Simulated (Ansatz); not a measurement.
Gas-phase reaction in SMILES: FCBr [bromo(fluoro)methane] → F[CH]Br + H atom (the C-H bond breaks)

Property: bond dissociation energy (enthalpy at 298 K), in kcal/mol. Conventions: open shells spin-unrestricted; spin-orbit terms left out; non-relativistic; dispersion terms only where a functional's name holds one; six Cartesian d functions in 6-31G* and its kin unless marked 5d; LANL2DZ with its own core potentials from Na on. First-principles rows: single points at B3LYP-D3(BJ) geometries (Ansatz, an electronic-structure program), with unscaled harmonic terms from B3LYP/6-31G* (LANL2DZ past Ar) (Ansatz) at its own minima.

```csv
level,program,bond dissociation energy (enthalpy at 298 K) (kcal/mol)
B3LYP/STO-3G,Ansatz,109.7
B3LYP/3-21G,Ansatz,98.2
B3LYP/LANL2DZ,Ansatz,100.5
B3LYP/6-31G,Ansatz,99.1
B3LYP/6-31G*,Ansatz,96.7
B3LYP/6-31G**,Ansatz,97.5
B3LYP/def2-SVP,Ansatz,94.7
B3LYP/6-31G* with LANL2DZ past Ar,Ansatz,98.4
B3LYP/def2-TZVPD,Ansatz,96.4
```

No value to compare with is used here. The 8 habitual levels span 94.7 (B3LYP/def2-SVP) to 109.7 kcal/mol (B3LYP/STO-3G); B3LYP/def2-TZVPD gives 96.4.

The sets are all those run for this method; left out are runs that failed, that the program found above a lower state of the same kind, or whose <S^2> lies over 0.5 above the pure value.
